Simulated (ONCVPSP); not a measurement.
# What one change does to a pseudopotential (terbium (Tb), ONCV)

| Item | Value |
| --- | --- |
| Element | Tb |
| Generator | ONCVPSP 4.0.1 |
| Type | optimised norm-conserving Vanderbilt (ONCV) |
| Functional | LDA (Perdew-Wang 92) |
| Relativity | fully relativistic |
| Frozen core | [Kr] 4d10 4f8 |
| Valence charge | 11 |
| Reference configuration | 5s2 5p6 5d1.5 6s1.5 |
| Partial waves | 5s+6s: rc 2.05 bohr, ncon 4, nbas 7, qcut 7.6 1/bohr, 2 projectors; 5p: rc 2.40 bohr, ncon 3, nbas 8, qcut 4.9 1/bohr, 1 projector; 5d: rc 3.75 bohr, ncon 4, nbas 9, qcut 4.5 1/bohr, 1 projector |
| Local potential | polynomial inside 1.50 bohr (lpopt 3, dvloc0 0 Ha) |
| Core correction | polynomial model core, fcfact 0.65 |

Open shells are filled in proportion to 2j + 1.

Change: p: rc 1.62.

Cutoffs: the cutoffs (Ha) at which the residual kinetic energy of the hardest occupied pseudo-wave falls to 1 and 0.1 mHa per electron; they do not see the model core or the augmentation charge, which bear on the density cutoff. Errors are all-electron minus pseudo energies relative to the spin-unpolarised reference configuration.

**Question.** How do hardness, ghosts and transferability respond?

**Answer.** The potential gets harder (17 Ha and 20 Ha → 18 Ha and 85 Ha); of the 4 tests that both files solve, the error grows in 0 and shrinks in 1 by more than 15 % and 0.3 meV (median size 17.9 → 18.2 meV); neither file shows a bound ghost. A smaller radius makes the pseudo-wave follow the all-electron one further in, where it bends more sharply, so more plane waves are needed.

```csv
quantity,base,changed
"cutoff, loose",17 Ha,18 Ha
"cutoff, tight",20 Ha,85 Ha
loose cutoff by channel,"s 17 Ha, p 8.2 Ha, d 6.2 Ha","s 17 Ha, p 18 Ha, d 6.2 Ha"
bound ghosts,none,none
GHOST(+) flags under 300 eV,s at 204.7 eV,s at 204.7 eV
"error for 5s2 5p6 5d1 6s2, meV [ΔE -0.92 eV]",+2.2,+2.1
"error for 5s2 5p6 5d1 6s1, meV [ΔE 6.02 eV]",-4.0,-4.1
"error for 5s2 5p6 5d1 6s0, meV [ΔE 18.56 eV]",-32,-32
"error for 5s2 5p6 5d1 6s0 6p1, meV [ΔE 9.78 eV]",+104,+48
s: phases at 2.08 bohr within 0.05 rad from the reference energy up to (Ha; the scan ends near 5),to the end of the scan,to the end of the scan
d5/2: phases at 3.81 bohr within 0.05 rad from the reference energy up to (Ha; the scan ends near 5),0.4,0.4
d3/2: phases at 3.81 bohr within 0.05 rad from the reference energy up to (Ha; the scan ends near 5),0.3,0.3
"rms error of d²Exc/dni dnj with the model core, mHa",2.30,2.34
```

Base: These tests converged, but a pseudo level misses the all-electron one widely, so the file describes the atom poorly there or has found another state: 5s2 5p6 5d1 6s0 6p1: empty 6s by 5.0 eV. Changed file: These tests converged, but a pseudo level misses the all-electron one widely, so the file describes the atom poorly there or has found another state: 5s2 5p6 5d1 6s0 6p1: empty 6s by 5.0 eV.
